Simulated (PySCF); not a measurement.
Mg(SMe)(SeH) (CH₄MgSSe), SMILES C[S][Mg][SeH].

Geometry: B3LYP-D3(BJ)/def2-SVP. The structure was generated by enumeration; whether it is a known compound was not checked. Other conformers were not sampled.

The numbers are results of CAM-B3LYP/def2-TZVP run with PySCF, not measurements.

Gas-phase values at a fixed geometry.

Computed frontier levels, gap, dipole moment and polarisability:
The highest occupied level is -7.96 eV, the lowest empty level is -0.67 eV and the orbital gap is 7.29 eV. The dipole moment comes out as 1.42 D, the quadrupole, principal values (traceless, Buckingham form, about the centre of nuclear charge) comes out as -16.39, 7.49, 8.90 D·Å and the mean static polarisability comes out as 88.0 bohr³ (13.04 Å³). The polarisability, principal values is 69.7, 77.1, 117.2 bohr³.
